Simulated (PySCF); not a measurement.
NMR data simulated for an unnamed compound:

¹H NMR (600 MHz, computed): δ 13.20 (br s, 1H), 8.91 (m, 1H), 8.51 (s, 1H), 7.77 (m, 1H), 7.45 (m, 1H).

¹³C{¹H} NMR (computed): δ 169.5 (C), 166.9 (CH), 150.0 (C), 144.5 (CH), 130.7 (CH), 130.1 (CH).

PySCF calculation with geometry from GFN2-xTB and GIAO PBE0/pcSseg-1 shieldings; single conformer, non-relativistic, isolated molecule.

Chemical shifts δ = σref − σ; ¹H (31.72 ppm) and ¹³C (186.93 ppm) against TMS, all at this level.

Question: Which of these does the molecule contain: a heteroaromatic ring, an NH or NH2 group, a Si–CH3 group, a ketone, a CH3CH2 unit?

Answer: 
- A heteroaromatic ring: yes.
- An NH or NH2 group: yes (δH 13.20 (br s)).
- A Si–CH3 group: no.
- A ketone: no.
- A CH3CH2 unit: no.

The data belong to SMILES C1=CC(/C=N\[H])=NC=C1F, C6H5FN2; they needn't prove each group on their own.

Carbon signals by region: 2 in the far downfield region (above 160 ppm), 4 in the sp2 and nitrile region (100–160 ppm). Above 160 ppm: 169.5, aromatic carbon bearing fluorine, 166.9, C=N carbon.

The OH or NH signal is concentration- and solvent-dependent in practice; the value given is the gas-phase one. Splittings by ¹⁹F in the carbon and heteronuclear signals aren't shown, as no couplings were computed. Shifts are as computed. Against solution values, carbons near 30 ppm lie about +3 ppm off and those near 130 ppm about +5 ppm. Of 1211 compounds with measured shifts, 218 miss one by over three times the rms of a fit or turn the order of signals round; such compounds aren't used in these exercises. No couplings were computed; multiplicities are counted from neighbouring protons, with m where these are inequivalent, close in shift, in a saturated or five-membered ring or joined by F or P, and br s for small geminal =CH2 splittings.
